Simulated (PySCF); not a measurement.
Te(Et)(SiH3) (C2H8SiTe), SMILES CC[Te][SiH3].

Geometry: B3LYP-D3(BJ)/def2-SVP. This is a generated structure with no PubChem entry under its InChIKey; it may be hypothetical. The def2 effective core potentials stand for the cores of Te; spin–orbit coupling is left out. One conformer was computed; it need not be the lowest.

Two levels are set side by side: TDA-PBE/def2-SVPD (PySCF) and TDA-PBE0/def2-SVPD (PySCF). Vertical, same geometry. The lowest singlet is HOMO→LUMO 99 % with PBE and HOMO→LUMO 99 % with the other functional; states are paired by order. Differences are taken from unrounded values.

| quantity | TDA-PBE0 |
|---|---|
| lowest singlet excitation (eV) | 3.84 |
| lowest triplet excitation (TDA) (eV) | 3.39 |
| first bright state (f over 0.05) (eV) | 6.21 |
| its oscillator strength | 0.08 |

Q: What does TDA-PBE give, and how far is it from TDA-PBE0? (The exact figures need the calculation; the answer reports its results.)

A: 
| quantity | TDA-PBE | TDA-PBE minus TDA-PBE0 |
|---|---|---|
| lowest singlet excitation (eV) | 3.62 | -0.22 |
| lowest triplet excitation (TDA) (eV) | 3.21 | -0.18 |
| first bright state (f over 0.05) (eV) | 5.75 | -0.46 |
| its oscillator strength | 0.05 | -0.03 |

A lower first singlet is the usual sign of a functional without exact exchange. Differences between two approximate levels are no errors against the true value.

Rough cost on one machine, each run with all the roots and properties that it gave: TDA-PBE0 against TDA-PBE within a factor of 2.
